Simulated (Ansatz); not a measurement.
```yaml
crystal:
  periodic: [false, false, false]
  atoms:
    - {symbol: C, position_ang: [-0.919453, -0.218686, 0.574938]}
    - {symbol: W, position_ang: [0.827277, 0.106150, -0.532372]}
    - {symbol: O, position_ang: [2.039184, -0.594582, 0.417061]}
    - {symbol: F, position_ang: [0.666193, -0.646852, -2.219523]}
    - {symbol: S, position_ang: [1.070347, 2.217614, -0.541381]}
    - {symbol: H, position_ang: [-0.834847, 0.180790, 1.587074]}
    - {symbol: H, position_ang: [-1.080366, -1.301156, 0.638083]}
    - {symbol: H, position_ang: [-1.768334, 0.256712, 0.076111]}
basis:
  gaussian: {orbitals: def2-SVPD}
hamiltonian: {xc: {name: revPBE}, pseudopotentials: {relativity: scalar}}
output: {forces: true}
```

```sh
$ ansatz run in.yaml --threads 2 --pin off --events-out ev --progress --plain --max-ram 20480MiB --backend cpu
```

Shortened log:

```
Functional definition: revPBE
1317 factors; their error is unknown
mean field evaluation 1: about -18519.5543 eV, gradient 9.3e1 eV
mean field evaluation 2: about -18314.4664 eV, gradient 2.7e2 eV
mean field evaluation 4: about -18534.9715 eV, gradient 3.0e1 eV
mean field evaluation 8: about -18536.6187 eV, gradient 2.6e0 eV
mean field evaluation 16: about -18536.5749 eV, gradient 1.7e-2 eV
mean field -18536.57491314 eV, -681.2065635162 hartree, gradient 1.5e-5 eV, S^2 0.000000; 0 other end points of the search recorded, 0 dependent functions left out
reference -18536.57498288 eV, -681.2065660789 hartree; 28, 28 occupied and 124, 124 virtual orbitals, 1317 factors
Total energy: -18536.57498288 eV, -681.2065660789 hartree
Relativity: scalar
Atom 0 at    -0.919453    -0.218686     0.574938 Å, force     0.182991     0.042722    -0.075390 eV/Å
Atom 1 at     0.827277     0.106150    -0.532372 Å, force    -1.072878     0.109730    -0.136202 eV/Å
Atom 2 at     2.039184    -0.594582     0.417061 Å, force     1.292894    -0.664872     0.997006 eV/Å
Atom 3 at     0.666193    -0.646852    -2.219523 Å, force    -0.071464    -0.492091    -1.136889 eV/Å
Atom 4 at     1.070347     2.217614    -0.541381 Å, force     0.178548     1.095939     0.024173 eV/Å
Atom 5 at    -0.834847     0.180790     1.587074 Å, force     0.002746     0.188320     0.519509 eV/Å
Atom 6 at    -1.080366    -1.301156     0.638083 Å, force    -0.088398    -0.512056     0.041882 eV/Å
Atom 7 at    -1.768334     0.256712     0.076111 Å, force    -0.424439     0.232308    -0.234090 eV/Å
Dipole moment:    -0.500164    -0.191225     0.069348 e Å
```

Run time 4.4 s (2 threads of a server CPU on a shared host); peak host memory 0.44 GiB.
